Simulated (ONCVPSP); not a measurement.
**Scattering properties, ONCV potential for Ga**

Ga, optimised norm-conserving Vanderbilt (ONCV), made with ONCVPSP 4.0.1 (PBEsol, scalar-relativistic). Core [Ar], reference 3d10 4s2 (charge +1). Waves: 4s: rc 1.90 bohr, ncon 4, nbas 8, qcut 3.8 1/bohr, 2 projectors, debl 3.6 Ha; p scattering state at 0.16 Ha: rc 1.85 bohr, ncon 4, nbas 7, qcut 4.6 1/bohr, 2 projectors, debl 3.6 Ha; 3d: rc 0.70 bohr, ncon 4, nbas 9, qcut 12.4 1/bohr, 2 projectors, debl 3.2 Ha. Local part: polynomial inside 0.45 bohr (lpopt 5, dvloc0 6 Ha). Core correction: none.

In the p channel the program set the typed energies aside and used 0.050, 3.650 Ha.

The phase is arctan(r·R′/R) of the radial function R(r), unwrapped; energies in Ha, scanned from -3 to 5 Ha. A pole is an energy at which the radial function vanishes at the test radius. The pseudo phase is shifted by a multiple of π to meet the all-electron one at the reference energy, and phase errors are pseudo minus all-electron; the curves can meet again beyond the range given. Levels narrower than the energy grid can be missing from the lists of poles.

Question: For each channel, where are the poles, and over which energies does the pseudopotential scatter like the atom?

Answer:

```json
{"channel": "s", "radius (bohr)": "1.92", "reference energy (Ha)": "-0.60", "poles, all-electron": "1.31", "poles, pseudo": "1.30", "unbroken range about the reference energy with phases within 0.05 rad": "below 4.0", "phase error 1 Ha above the reference energy (rad)": "-0.001"}
{"channel": "p", "radius (bohr)": "1.88", "reference energy (Ha)": "0.05", "poles, all-electron": "2.31", "poles, pseudo": "2.30", "unbroken range about the reference energy with phases within 0.05 rad": "the whole range", "phase error 1 Ha above the reference energy (rad)": "-0.001"}
{"channel": "d", "radius (bohr)": "0.71", "reference energy (Ha)": "-1.01", "poles, all-electron": "none", "poles, pseudo": "none", "unbroken range about the reference energy with phases within 0.05 rad": "the whole range", "phase error 1 Ha above the reference energy (rad)": "+0.000"}
```

Note: ghosts flagged at negative energy: s at -524.5 eV, p at -98.6 eV (a further GHOST(-) flag falls on a real empty level of the atom); GHOST(+) flagged for s at 146.0 eV. A true bound ghost makes a file unfit for plane-wave use.

Phases in the s channel:

```json
{"E (Ha)": "-2.98", "all-electron": "1.209", "pseudo": "1.207"}
{"E (Ha)": "-2.76", "all-electron": "1.178", "pseudo": "1.176"}
{"E (Ha)": "-2.54", "all-electron": "1.139", "pseudo": "1.137"}
{"E (Ha)": "-2.32", "all-electron": "1.089", "pseudo": "1.087"}
{"E (Ha)": "-2.10", "all-electron": "1.023", "pseudo": "1.020"}
{"E (Ha)": "-1.88", "all-electron": "0.931", "pseudo": "0.928"}
{"E (Ha)": "-1.66", "all-electron": "0.795", "pseudo": "0.792"}
{"E (Ha)": "-1.44", "all-electron": "0.588", "pseudo": "0.585"}
{"E (Ha)": "-1.22", "all-electron": "0.267", "pseudo": "0.265"}
{"E (Ha)": "-1.00", "all-electron": "-0.167", "pseudo": "-0.168"}
{"E (Ha)": "-0.78", "all-electron": "-0.593", "pseudo": "-0.593"}
{"E (Ha)": "-0.56", "all-electron": "-0.902", "pseudo": "-0.902"}
{"E (Ha)": "-0.34", "all-electron": "-1.103", "pseudo": "-1.103"}
{"E (Ha)": "-0.12", "all-electron": "-1.234", "pseudo": "-1.235"}
{"E (Ha)": "0.10", "all-electron": "-1.326", "pseudo": "-1.327"}
{"E (Ha)": "0.32", "all-electron": "-1.394", "pseudo": "-1.395"}
{"E (Ha)": "0.54", "all-electron": "-1.446", "pseudo": "-1.447"}
{"E (Ha)": "0.76", "all-electron": "-1.489", "pseudo": "-1.490"}
{"E (Ha)": "0.98", "all-electron": "-1.525", "pseudo": "-1.526"}
{"E (Ha)": "1.20", "all-electron": "-1.556", "pseudo": "-1.557"}
{"E (Ha)": "1.42", "all-electron": "-1.585", "pseudo": "-1.586"}
{"E (Ha)": "1.64", "all-electron": "-1.612", "pseudo": "-1.613"}
{"E (Ha)": "1.86", "all-electron": "-1.639", "pseudo": "-1.639"}
{"E (Ha)": "2.08", "all-electron": "-1.665", "pseudo": "-1.666"}
{"E (Ha)": "2.30", "all-electron": "-1.694", "pseudo": "-1.695"}
{"E (Ha)": "2.52", "all-electron": "-1.725", "pseudo": "-1.726"}
{"E (Ha)": "2.74", "all-electron": "-1.761", "pseudo": "-1.761"}
{"E (Ha)": "2.96", "all-electron": "-1.804", "pseudo": "-1.804"}
{"E (Ha)": "3.18", "all-electron": "-1.859", "pseudo": "-1.859"}
{"E (Ha)": "3.40", "all-electron": "-1.931", "pseudo": "-1.933"}
{"E (Ha)": "3.62", "all-electron": "-2.035", "pseudo": "-2.042"}
{"E (Ha)": "3.84", "all-electron": "-2.198", "pseudo": "-2.220"}
{"E (Ha)": "4.06", "all-electron": "-2.472", "pseudo": "-2.549"}
{"E (Ha)": "4.28", "all-electron": "-2.927", "pseudo": "-3.134"}
{"E (Ha)": "4.50", "all-electron": "-3.481", "pseudo": "-3.769"}
{"E (Ha)": "4.72", "all-electron": "-3.890", "pseudo": "-4.155"}
{"E (Ha)": "4.94", "all-electron": "-4.130", "pseudo": "-4.376"}
```
